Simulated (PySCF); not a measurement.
C9H9P.
Geometry (PBE0-D3(BJ)/def2-SVP, Å), atoms numbered from 1 in this order:
```
atom  x, y, z in Å
C1     3.077   -0.426   -0.479
C2     1.587   -0.450   -0.524
C3     0.745   -0.060    0.462
C4    -0.675   -0.174    0.155
C5    -1.755    0.171    0.975
C6    -3.055    0.018    0.500
C7    -3.290   -0.489   -0.781
C8    -2.222   -0.857   -1.601
C9    -0.919   -0.689   -1.139
P10    0.653   -1.172   -1.929
H11    3.438    0.040    0.450
H12    3.497    0.138   -1.328
H13    3.496   -1.444   -0.538
H14    1.094    0.324    1.425
H15   -1.576    0.564    1.979
H16   -3.900    0.293    1.136
H17   -4.315   -0.606   -1.141
H18   -2.411   -1.272   -2.594
H19    0.793   -0.084   -2.849
```

The closed-shell ground state was solved at several levels (PySCF, density fitting, gas phase, non-relativistic).

| level | basis functions | total energy (Eh) | HOMO (eV) | LUMO (eV) | gap (eV) | dipole (D) |
| --- | --- | --- | --- | --- | --- | --- |
| KT3/pcSseg-1 | 222 | -698.0233 | -5.44 | -1.87 | 3.57 | 0.90 |
| PBE0/pcSseg-1 | 222 | -689.1165 | -6.38 | -1.10 | 5.28 | 0.98 |

Task: What might CAM-B3LYP/def2-SVPD (276 basis functions) give for the same quantities?

Result: Total energy -689.1793 Eh, HOMO -7.50 eV, LUMO -0.05 eV, gap 7.45 eV, dipole 0.96 D.

Task: Over all these levels, which gives the widest orbital gap and which the narrowest?

Result: CAM-B3LYP/def2-SVPD (range-separated hybrid) has the widest, 7.45 eV, and KT3/pcSseg-1 (GGA) the narrowest, 3.57 eV. Functional and basis both differ between the two, so the spread mixes both effects.

Task: How far do the dipole and the HOMO energy spread over the levels?

Result: The dipole runs from 0.90 to 0.98 D (mean 0.95 D) and the HOMO from -7.50 to -5.44 eV.
